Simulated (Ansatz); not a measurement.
`N=[C]1[CH2][GeH]1[OH]`, relaxed with RKS PBE-D4/def2-SVP in the Gaussian-basis code of Ansatz from a rough embedded geometry. The force threshold is 0.03 eV/Å; the program also tests the step.

Charge 0, multiplicity 1.

Start:

```xyz
10

N     1.171   -0.288    1.753
C     0.326    0.065    0.884
C    -1.025    0.517    0.576
Ge   -0.351    0.379   -1.059
O    -0.419   -1.147   -1.884
H     2.176   -0.548    1.374
H    -1.824   -0.314    0.781
H    -1.292    1.494    0.932
H     0.739    1.413   -1.585
H     0.499   -1.570   -1.771
```

Task: How much energy does the relaxation release, and in how many steps? (Best estimate.)

Result: Ansatz gave: 1.44 eV, in 15 steps, 1 of them rejected.

Task: Which bonds change most? (Best estimate.)

Result: Ansatz gave: C3–Ge4 from 1.774 to 2.001 Å; C2–Ge4 from 2.081 to 1.994 Å; Ge4–O5 from 1.737 to 1.810 Å; N1–H6 from 1.105 to 1.034 Å.

Task: Give the relaxed structure. (An estimate is asked.)

Result: The calculation gave: 
```xyz
10

N     1.156   -0.008    1.992
C     0.418   -0.030    0.963
C    -0.953    0.454    0.644
Ge    0.164    0.212   -0.999
O    -0.587   -1.022   -2.089
H     2.125   -0.301    1.780
H    -1.702   -0.364    0.601
H    -1.338    1.365    1.143
H     0.672    1.445   -1.794
H     0.045   -1.750   -2.240
```
